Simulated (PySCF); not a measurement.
Trisilane, H₈Si₃, SMILES [SiH3][SiH2][SiH3], singlet, PBE0/def2-SVP optimised geometry.

```
11

Si    -1.30    -1.79     1.93
Si    -0.52    -0.71     0.00
Si    -1.30    -1.79    -1.93
H     -0.80    -1.12     3.17
H     -2.80    -1.78     1.95
H     -0.84    -3.22     1.94
H      0.98    -0.71     0.00
H     -0.98     0.71     0.00
H     -2.79    -1.80    -1.94
H     -0.82    -3.21    -1.94
H     -0.81    -1.11    -3.17
```

Density from PBE0/def2-TZVP (PySCF 2.14.0) at that geometry.

Minimum of the electron density along straight lines between bonded atoms, close to the bond critical point (lines longer than 1.1 times the sum of covalent radii, or with two minima, are not listed):

```tsv
bond	length / Å	ρ at the minimum / e bohr⁻³	∇²ρ there / e bohr⁻⁵	position (fraction from the first atom)
Si1–Si2	2.348	0.092	-0.15	0.50
Si2–Si3	2.348	0.092	-0.15	0.50
Si1–H4	1.495	0.117	0.15	0.49
Si1–H5	1.496	0.117	0.15	0.49
Si1–H6	1.496	0.117	0.15	0.49
Si2–H7	1.498	0.116	0.16	0.49
Si2–H8	1.498	0.116	0.16	0.49
Si3–H9	1.496	0.117	0.15	0.49
Si3–H10	1.496	0.117	0.15	0.49
Si3–H11	1.495	0.117	0.15	0.49
```
